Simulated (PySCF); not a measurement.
A calculated (r2SCAN, PySCF 2.14, ANO-RCC-VTZP, the spin-free X2C one-electron Hamiltonian (Gaussian nucleus)) atom or ion has these occupied shells.

```
shell  electrons  orbital energy (eV)  rms radius, mean of both spins (bohr)
 1s β          1             -20900.9                                 0.0394
 1s α          1             -20900.8                                 0.0394
 2s α          1              -3014.2                                  0.162
 2s β          1              -3013.4                                  0.162
 2p α          3              -2698.3                                  0.144
 2p β          3              -2697.8                                  0.144
 3s α          1              -548.02                                  0.443
 3s β          1              -547.79                                  0.443
 3p α          3              -443.25                                  0.448
 3p β          3              -442.94                                  0.448
 3d α          5              -273.94                                  0.437
 3d β          5              -273.33                                  0.437
 4s α          1              -97.282                                   1.12
 4s β          1              -93.906                                   1.12
 4p α          3              -68.472                                   1.24
 4p β          3              -64.730                                   1.24
 4d α          4              -27.423                                   1.66
 5s β          1              -19.766                                   3.10
```

Task: Name the element and its charge.

Result: Tc²⁺ (technetium, charge +2), in [Kr] 4d4 5s1, 5s spin antiparallel (an excited configuration).
